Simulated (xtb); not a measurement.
xtb input (GFN1-xTB):

```bash
xtb mol.xyz --gfn 1 --sp --chrg 0 --uhf 0
```
mol.xyz:
```
20

C      2.03860843     1.55853398     0.24615786
C      1.02267705     1.10860670    -0.80054583
N      0.17469847     0.00074827    -0.34797208
C      0.80702659    -1.29195734    -0.57892917
C      0.12122637    -2.52511313    -0.00921517
B     -1.06785778     0.31170467     0.26482511
O     -2.01646733    -0.57611535     0.73905159
O     -1.38581657     1.64943407     0.41304091
H      2.67522357     2.35243105    -0.15119505
H      2.68673020     0.73701460     0.55823068
H      1.52327790     1.94195829     1.12741943
H      1.54006190     0.79262354    -1.71247336
H      0.38603759     1.94854263    -1.07008029
H      1.82169126    -1.25971625    -0.16546681
H      0.93029172    -1.43547286    -1.66079017
H      0.74556872    -3.39785044    -0.20546915
H     -0.00987809    -2.45696910     1.07241603
H     -0.84255092    -2.71986369    -0.48671415
H     -1.80623152    -1.50345206     0.62763900
H     -2.25278216     1.75002233     0.81661702
```

End of the output:

```
         :::::::::::::::::::::::::::::::::::::::::::::::::::::
         ::                     SUMMARY                     ::
         :::::::::::::::::::::::::::::::::::::::::::::::::::::
         :: total energy             -29.053464843272 Eh    ::
         :: gradient norm              0.017234821923 Eh/a0 ::
         :: HOMO-LUMO gap              6.476749766865 eV    ::
         ::.................................................::
         :: SCC energy               -29.345686597949 Eh    ::
         :: -> electrostatic           0.103093409955 Eh    ::
         :: repulsion energy           0.300161077436 Eh    ::
         :: dispersion energy         -0.007939322759 Eh    ::
         :: halogen bond corr.         0.000000000000 Eh    ::
         :: add. restraining           0.000000000000 Eh    ::
         :: total charge               0.000000000000 e     ::
         :::::::::::::::::::::::::::::::::::::::::::::::::::::

           -------------------------------------------------
          |                Property Printout                |
           -------------------------------------------------

    * Orbital Energies and Occupations

         #    Occupation            Energy/Eh            Energy/eV
      -------------------------------------------------------------
         1        2.0000           -0.7604486             -20.6929
       ...           ...                  ...                  ...
        12        2.0000           -0.5467037             -14.8766
        13        2.0000           -0.5417749             -14.7424
        14        2.0000           -0.5374790             -14.6255
        15        2.0000           -0.5232357             -14.2380
        16        2.0000           -0.5124165             -13.9436
        17        2.0000           -0.5112995             -13.9132
        18        2.0000           -0.5033957             -13.6981
        19        2.0000           -0.4931061             -13.4181
        20        2.0000           -0.4909150             -13.3585
        21        2.0000           -0.4848345             -13.1930
        22        2.0000           -0.4713980             -12.8274
        23        2.0000           -0.4607714             -12.5382
        24        2.0000           -0.3826651             -10.4128 (HOMO)
        25                         -0.1446489              -3.9361 (LUMO)
        26                         -0.1264383              -3.4406
        27                         -0.1214993              -3.3062
        28                         -0.1162988              -3.1647
        29                         -0.0974430              -2.6516
        30                         -0.0892015              -2.4273
        31                         -0.0861093              -2.3432
        32                         -0.0812212              -2.2101
        33                         -0.0562296              -1.5301
        34                         -0.0508838              -1.3846
        35                         -0.0426179              -1.1597
       ...                                ...                  ...
        56                          0.6726140              18.3028
      -------------------------------------------------------------
                  HL-Gap            0.2380162 Eh            6.4767 eV
             Fermi-level           -0.2636570 Eh           -7.1745 eV

  Mulliken/CM5 charges         n(s)   n(p)   n(d)
     1C    -0.09735 -0.24252   1.011  3.087  0.000
     2C     0.09982  0.05444   1.003  2.898  0.000
     3N    -0.38208 -0.57528   1.447  3.935  0.000
     4C     0.09779  0.05212   1.000  2.902  0.000
     5C    -0.09978 -0.24670   1.013  3.087  0.000
     6B     0.61201  0.50919   0.749  1.639  0.000
     7O    -0.60260 -0.75060   1.681  4.922  0.000
     8O    -0.58911 -0.73280   1.683  4.907  0.000
     9H     0.02535  0.07675   0.975  0.000  0.000
    10H     0.02442  0.07823   0.976  0.000  0.000
    11H     0.03845  0.09372   0.962  0.000  0.000
    12H     0.01127  0.07693   0.989  0.000  0.000
    13H     0.03986  0.11344   0.960  0.000  0.000
    14H     0.01916  0.08530   0.981  0.000  0.000
    15H     0.01679  0.08166   0.983  0.000  0.000
    16H     0.03490  0.08673   0.965  0.000  0.000
    17H     0.03472  0.09041   0.965  0.000  0.000
    18H     0.02927  0.08450   0.971  0.000  0.000
    19H     0.33746  0.52632   0.663  0.000  0.000
    20H     0.34966  0.53814   0.650  0.000  0.000

Wiberg/Mayer (AO) data.
largest (>0.10) Wiberg bond orders for each atom

 ---------------------------------------------------------------------------
     #   Z sym  total        # sym  WBO       # sym  WBO       # sym  WBO
 ---------------------------------------------------------------------------
     1   6 C    3.996 --     2 C    1.010     9 H    0.987    11 H    0.986
                            10 H    0.985
     2   6 C    3.968 --     1 C    1.010    12 H    0.980    13 H    0.977
                             3 N    0.958
     3   7 N    3.220 --     6 B    1.148     4 C    0.964     2 C    0.958
     4   6 C    3.976 --     5 C    1.016    14 H    0.976    15 H    0.975
                             3 N    0.964
     5   6 C    3.996 --     4 C    1.016    17 H    0.984    16 H    0.983
                            18 H    0.980
     6   5 B    3.313 --     3 N    1.148     8 O    1.061     7 O    1.046
     7   8 O    2.022 --     6 B    1.046    19 H    0.862
     8   8 O    2.037 --     6 B    1.061    20 H    0.867
     9   1 H    1.005 --     1 C    0.987
    10   1 H    1.006 --     1 C    0.985
    11   1 H    1.007 --     1 C    0.986
    12   1 H    1.008 --     2 C    0.980
    13   1 H    1.014 --     2 C    0.977
    14   1 H    1.012 --     4 C    0.976
    15   1 H    1.011 --     4 C    0.975
    16   1 H    1.005 --     5 C    0.983
    17   1 H    1.005 --     5 C    0.984
    18   1 H    1.007 --     5 C    0.980
    19   1 H    0.902 --     7 O    0.862
    20   1 H    0.890 --     8 O    0.867
 ---------------------------------------------------------------------------

Topologies differ in total number of bonds
Writing topology from bond orders to xtbtopo.mol

 dipole moment from electron density (au)
     X       Y       Z
   0.3011  -1.0010  -0.1557  total (Debye):    2.686

           -------------------------------------------------
Note: The following floating-point exceptions are signalling: IEEE_DENORMAL
normal termination of xtb
          | TOTAL ENERGY              -29.053464843272 Eh   |
          | GRADIENT NORM               0.017234821923 Eh/α |
          | HOMO-LUMO GAP               6.476749766865 eV   |
           -------------------------------------------------

------------------------------------------------------------------------
------------------------------------------------------------------------
 total:
 SCF:
```
